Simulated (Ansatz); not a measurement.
Gas-phase electronic energies from Ansatz, PBE0-D4/def2-TZVP geometries. CCSD(T)/CBS adds triple-zeta CCSD(T) − MP2 to the extrapolated MP2 energy (def2 sets, frozen cores). Functionals use def2-TZVPP. HSE06 is defined as in plane-wave codes. For Ga outer-core shells are correlated without core-valence functions, which leaves a few kJ/mol of doubt a bond. Scalar relativity is left out up to krypton. One conformer a species, not always the lowest.

Reaction (ligand exchange at a Ga–N bond): `C[NH][GaH][SH]` + `O[SiH3]` → `[SiH3][O][GaH][SH]` + CH₃NH₂

Problem. Is it downhill or uphill in electronic energy at CCSD(T)/CBS, and by how much? (Estimate.)

Solution. Computed: Downhill: ΔE = -34.0 kJ/mol.

Problem. What do these levels give: r2SCAN-D4, CAM-B3LYP-D4, B2PLYP, PBE-QIDH, r2SCANh, HSE06, HF/def2-SVP, CCSD/def2-SVP, SCS-MP2/def2-TZVPP, HF/def2-QZVPP, MP2/def2-QZVPP, CCSD/CBS(def2)? (An estimate is asked.)

Solution. The calculation gave: r2SCAN-D4 -37.3, CAM-B3LYP-D4 -38.6, B2PLYP -37.8, PBE-QIDH -36.6, r2SCANh -37.3, HSE06 -34.4, HF/def2-SVP -49.3, CCSD/def2-SVP -42.5, SCS-MP2/def2-TZVPP -38.3, HF/def2-QZVPP -48.6, MP2/def2-QZVPP -34.0, CCSD/CBS(def2) -34.9 kJ/mol.

Largest T1 diagnostic among the species: 0.014.

In def2-TZVPP, CCSD(T) changes the Hartree–Fock value by +10.7 kJ/mol (the triples alone add +0.9 kJ/mol) and MP2 by +12.2 kJ/mol. From BLYP to BHLYP (50 % exact exchange), in def2-TZVPP and without D4, ΔE moves by −5.4 kJ/mol.
